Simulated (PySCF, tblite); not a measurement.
Compound: C₇H₁₇OP.
Numbering: `[CH3:1][O:2][CH2:3][P:4]([CH3:5])[CH2:6][CH:7]([CH3:8])[CH3:9]` (hydrogens: H10, H11, H12 on C1; H13, H14 on C3; H15, H16, H17 on C5; H18, H19 on C6; H20 on C7; H21, H22, H23 on C8; H24, H25, H26 on C9)

Computed geometry: GFN2-xTB, gas phase.

Question: Give the optimised bond lengths and angles.

Answer: 
```
                   bond  length (Å)
                  C1–O2       1.402
                  O2–C3       1.403
                  C3–P4       1.871
                  P4–C5       1.850
                  P4–C6       1.863
                  C6–C7       1.529
           C7–C8, C7–C9       1.526
 C1–H10, C1–H11, C1–H12       1.095
         C3–H13, C3–H14       1.102
 C5–H15, C5–H16, C5–H17       1.088
         C6–H18, C6–H19       1.094
                 C7–H20       1.096
C8–H21 and 5 like bonds       1.088
```

Bonds in one row agree within 0.01 Å and their mean is given. A selection of angles:
```
     angle  degrees
 O2–C1–H10    106.8
 O2–C1–H11    111.2
H10–C1–H11    109.4
  C1–O2–C3    113.1
  O2–C3–P4    110.6
 O2–C3–H13    111.0
 P4–C3–H13    108.8
 P4–C3–H14    107.9
H13–C3–H14    107.3
  C3–P4–C5     97.4
  C3–P4–C6     98.6
  C5–P4–C6     97.4
 P4–C5–H15    108.8
 P4–C5–H16    110.6
H15–C5–H16    110.1
  P4–C6–C7    113.5
 P4–C6–H18    106.7
 C7–C6–H18    109.5
H18–C6–H19    108.6
  C6–C7–C8    110.0
  C6–C7–C9    110.7
 C6–C7–H20    108.7
  C8–C7–C9    110.7
 C8–C7–H20    108.2
 C9–C7–H20    108.5
 C7–C8–H21    110.7
 C7–C8–H22    110.4
H21–C8–H22    108.4
H24–C9–H25    108.5
```

Dihedral angles: C1–O2–C3–P4 179° (antiperiplanar); O2–C3–P4–C5 52° (synclinal); C3–P4–C6–C7 -77° (synclinal); P4–C6–C7–C8 174° (antiperiplanar). The mirror-image conformer, all signs reversed, is as good.

The 3 C–P bonds span 1.850 Å (P4–C5, drawn single) to 1.871 Å (C3–P4, drawn single), a spread of 0.021 Å. All 3 C–C bonds measure 1.525 to 1.529 Å. P4 (phosphine phosphorus) is pyramidal (angles 98.6°, 97.4° and 97.4°, sum 293.4°, 0.92 Å off the plane of its three neighbours). Of the pairs four or more bonds apart, O2···H19 is among the closest relative to their van der Waals radii: 2.42 Å, 89 % of the sum of Bondi's values.

Point group: C1 (no symmetry element, even within 0.4 Å). Its GFN2-xTB frequencies are all real (lowest 20 cm⁻¹). The numbers are those of one conformer. 3 starts were optimised and ended at 0.00, 0.20 and 1.75 kcal/mol (GFN2-xTB); the lowest of these is shown.
